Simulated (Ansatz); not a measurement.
Harmonic frequencies (cm⁻¹) at PBE0-D4/def2-TZVP from Ansatz: 175, 445, 582, 935, 994, 1031, 1092, 1112, 1119, 1162, 1191, 1293, 1400, 1427, 1557, 3047, 3090, 3109.

Q: Which molecule is it?
A. `FC1OCO1`
B. `FB1CC1Cl`
C. `O=CC(O)F`
D. `O/C=C(\O)F`

A: A.
